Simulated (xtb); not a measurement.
B(H)(Cl)(Et) (C2H6BCl), SMILES CCBCl. All values are semi-empirical tight-binding results from xtb (GFN2-xTB unless named), good for trends rather than for accurate numbers. Coordinates come from a GFN2-xTB optimisation. Other conformers were not sampled.

Optimised geometry:

Bonded distances (Å): B1–H2 1.174, B1–Cl3 1.695, B1–C4 1.581, C4–C5 1.530, C4–H6 1.096, C4–H7 1.094, C5–H8 1.087, C5–H9 1.087, C5–H10 1.088. Angles (°): H2–B1–Cl3 117.8, H2–B1–C4 122.8, Cl3–B1–C4 119.5, B1–C4–C5 115.5, B1–C4–H6 108.6, B1–C4–H7 110.3, C5–C4–H6 108.4, C5–C4–H7 108.9, H6–C4–H7 104.6, C4–C5–H8 110.5, C4–C5–H9 110.6, C4–C5–H10 110.8, H8–C5–H9 108.1, H8–C5–H10 108.3, H9–C5–H10 108.4.
Charge 0, spin multiplicity 1.

```
Item                                              Value
----------------------------------------  -------------
orbital gap                                     4.01 eV
dipole moment                                    1.56 D
zero-point energy                         48.6 kcal/mol
G − E(el) at 298.15 K (modified RRHO)     30.4 kcal/mol
static polarisability (D4 model)             51.8 bohr³
solvation energy, GFN2-xTB/ALPB(water)    -1.2 kcal/mol
solvation energy, GFN2-xTB/ALPB(octanol)  -3.4 kcal/mol
```

Computed atomic charges and the Wiberg bond orders between heavy atoms:
charges (e) B1 0.32, H2 -0.07, Cl3 -0.22, C4 -0.14, C5 -0.11, H6 0.06, H7 0.05, H8 0.03, H9 0.04, H10 0.04. Bond orders B1–Cl3 1.18, B1–C4 1.05, C4–C5 1.02.
